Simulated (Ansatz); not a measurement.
A made-up structure of BSiH3O2, singlet:

```
atom    x (Å)    y (Å)    z (Å)
  B1  -0.9090   1.0681  -0.0211
 Si2   0.5250  -0.2728   0.3125
  O3   1.5211  -0.1668   1.4523
  O4   0.4433  -1.4489  -0.8024
  H5  -0.6954   2.0241  -0.7004
  H6   2.2268  -0.7159   1.8282
  H7   1.0869  -2.1624  -0.7484
```

It is relaxed with PBE-D4/def2-SVP and then PBE0-D4/def2-TZVP (Ansatz 0.2.0). Atoms count as bonded within 1.22 times the sum of their covalent radii (H–H: 0.88 Å). The end point is not checked to be a true minimum.

Task: Does its bonding change? (Judge from chemistry; the calculation decides.)

Result: The calculation gives: No: no bond forms or breaks.

Where it ends: The first stage lowers the energy by 1.12 eV in 16 steps. It ends as BSiH₃O₂ ([BH][Si]([OH])[OH]):
B1  (-0.618, 1.067, -0.051)
Si2  (0.772, -0.173, 0.065)
O3  (1.820, -0.105, 1.321)
O4  (0.473, -1.710, -0.430)
H5  (-1.012, 2.057, -0.568)
H6  (1.692, -0.714, 2.053)
H7  (1.071, -2.097, -1.070)
(Å)

Labels in which every atom is bracketed show which atoms are joined, not bond orders.

For scale, one of the runs: PBE0-D4/def2-TZVP relaxation, 148 basis functions, launched by `ansatz run in.yaml --threads 2 --pin off --events-out ev --progress --plain --max-ram 4352MiB`. Hardware: 2 CPU threads of an Intel Xeon 6975P-C, shared host. Wall time about 22 s.
